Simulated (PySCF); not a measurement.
A database entry of computed molecular properties. Lists by class give the value and the number of equivalent atoms.

```json
{
 "formula": "C7H9FO",
 "smiles": "O=C[C@@]12CC[C@@H]1C[C@@H]2F",
 "inchi": "InChI=1S/C7H9FO/c8-6-3-5-1-2-7(5,6)4-9/h4-6H,1-3H2/t5-,6+,7+/m1/s1",
 "charge": 0,
 "multiplicity": 1,
 "geometry_level": "PBE0-D3(BJ)/def2-SVP",
 "atoms_angstrom": [
  ["O", 2.745, -0.045, 1.602],
  ["C", 1.998, -0.698, 0.922],
  ["C", 0.875, -0.133, 0.12],
  ["C", 0.325, -0.939, -1.07],
  ["C", -1.079, -0.992, -0.429],
  ["C", -0.593, -0.095, 0.719],
  ["C", -0.645, 1.417, 0.43],
  ["C", 0.818, 1.389, -0.031],
  ["F", 1.052, 1.86, -1.295],
  ["H", 2.084, -1.818, 0.888],
  ["H", 0.406, -0.403, -2.026],
  ["H", 0.807, -1.922, -1.183],
  ["H", -1.362, -2.002, -0.099],
  ["H", -1.909, -0.58, -1.023],
  ["H", -0.8, -0.412, 1.75],
  ["H", -1.344, 1.693, -0.373],
  ["H", -0.836, 2.059, 1.301],
  ["H", 1.52, 1.878, 0.663]
 ],
 "electronic_structure_code": "PySCF",
 "results": {
  "PBE0-D3(BJ)/def2-SVP geometry optimisation, gas phase": {
   "point_group": "C1",
   "rotational_constants_GHz": [2.067, 1.662, 1.295]
  },
  "CAM-B3LYP/def2-SVPD ground state, ΔSCF and vertical TDDFT (core frozen in the response)": {
   "dipole_D": 3.4,
   "homo_eV": -8.99,
   "lumo_eV": -0.03,
   "S1_eV": 4.18,
   "strongest_line_of_10_singlets_eV": 8.08,
   "T1_tda_eV": 3.6,
   "polarisability_au": 79.1,
   "vertical_ip_eV": 9.79,
   "r2_bohr2_about_centre_of_nuclear_charge": 1056.9,
   "singlets_eV_and_f": [
    [4.18, 0.0],
    [6.5, 0.047],
    [6.75, 0.053],
    [7.4, 0.016],
    [7.65, 0.015],
    [7.91, 0.001],
    [8.03, 0.033],
    [8.08, 0.081],
    [8.15, 0.011],
    [8.26, 0.004]
   ],
   "triplets_tda_eV": [3.6, 5.44, 6.43, 6.75]
  },
  "PBE0/pcSseg-1 ground state and GIAO shieldings, non-relativistic": {
   "shift_vs_computed_TMS_C_by_class_ppm": [
    [203.4, 1],
    [78.7, 1],
    [54.4, 1],
    [35.3, 1],
    [33.4, 1],
    [28.5, 1],
    [16.6, 1]
   ],
   "shift_vs_computed_TMS_H_by_class_ppm": [
    [9.88, 1],
    [5.57, 1],
    [2.83, 1],
    [2.55, 1],
    [2.53, 1],
    [2.37, 1],
    [2.11, 1],
    [2.05, 1],
    [1.88, 1]
   ],
   "shielding_other_nuclei_by_class_ppm": [
    ["O", -353.1, 1],
    ["F", 377.7, 1]
   ],
   "charges_hirshfeld_e_by_atom": [-0.22, 0.13, -0.01, -0.07, -0.07, -0.01, -0.08, 0.06, -0.11, 0.04, 0.04, 0.04, 0.04, 0.04, 0.04, 0.04, 0.05, 0.04]
  },
  "delta-SCF UKS SCAN, pcX-2 on the ionised atom, pcseg-1 elsewhere, spin-free X2C": {
   "core_binding_eV": [
    ["C1s", 290.79, 1],
    ["C1s", 290.87, 1],
    ["C1s", 290.87, 1],
    ["C1s", 290.91, 1],
    ["C1s", 290.91, 1],
    ["C1s", 292.81, 1],
    ["C1s", 293.28, 1],
    ["O1s", 537.79, 1],
    ["F1s", 692.29, 1]
   ]
  }
 }
}
```

The rotational constants make it an asymmetric top with κ = (2B − A − C)/(A − C) = -0.05, midway between the prolate (−1) and oblate (+1) limits. The principal polarisabilities are 69.6, 80.7 and 86.9 au; their mean is the isotropic value. No computed singlet falls in the visible range (750 to 380 nm, 1.65 to 3.26 eV); S1 lies 0.92 eV above its blue end. The ΔSCF ionisation energy exceeds −ε(HOMO) by 0.80 eV with CAM-B3LYP. The dipole equals about 11.3 × 10⁻³⁰ C·m (1 D = 3.33564 × 10⁻³⁰ C·m).

Shape of the structure used: `[O:1]=[CH:2][C@@:3]12[CH2:4][CH2:5][C@@H:6]1[CH2:7][C@@H:8]2[F:9]`: O1–C2–C3–C4 158°.

One conformer stands for the species.
